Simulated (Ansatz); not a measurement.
Stepwise reaction of `[SiH3][O][Zn][O][SiH3]` with ammonia, as a gas-phase model of exchange steps in deposition or etching. ΔE in kJ/mol.

Gas-phase electronic energies from Ansatz, PBE0-D4/def2-TZVP geometries. CCSD(T)/CBS is the MP2 limit (def2-TZVPP, def2-QZVPP) plus CCSD(T) − MP2 in def2-TZVPP, frozen cores. This one scheme is used for every species. Functionals use def2-TZVPP. B3LYP here is the variant with VWN-RPA as its local correlation; programs differ in this. For Zn outer-core shells are correlated without core-valence functions, which leaves a few kJ/mol of doubt a bond. Scalar relativity is left out up to krypton. One conformer a species, not always the lowest.

| step | reaction | PBE-D4 | B3LYP-D4 | ωB97M-V | CCSD(T)/CBS |
| --- | --- | --- | --- | --- | --- |
| 1 | `[SiH3][O][Zn][O][SiH3]` + NH₃ → `[NH2][Zn][O][SiH3]` + `O[SiH3]` | 31.5 | 40.1 | 38.1 | 43.6 |

Give the row of step 2, `[NH2][Zn][O][SiH3]` + NH₃ → `[NH2][Zn][NH2]` + `O[SiH3]`. (Best estimate.)

The calculation gave: 
```tsv
step	reaction	PBE-D4	B3LYP-D4	ωB97M-V	CCSD(T)/CBS
2	`[NH2][Zn][O][SiH3]` + NH₃ → `[NH2][Zn][NH2]` + `O[SiH3]`	41.6	49.1	46.7	50.4
```

By hand: ΔE of the 2 steps together at CCSD(T)/CBS.

(43.6) + (50.4) = 94.0 kJ/mol, or 47.0 kJ/mol a step.

In ΔE each step is higher than the one before. All are uphill at CCSD(T)/CBS. PBE-D4 differs from CCSD(T)/CBS by -12.1 to -8.8 kJ/mol a step. Isolated molecules leave out the surface, adducts and barriers. Largest T1 diagnostic: 0.015.
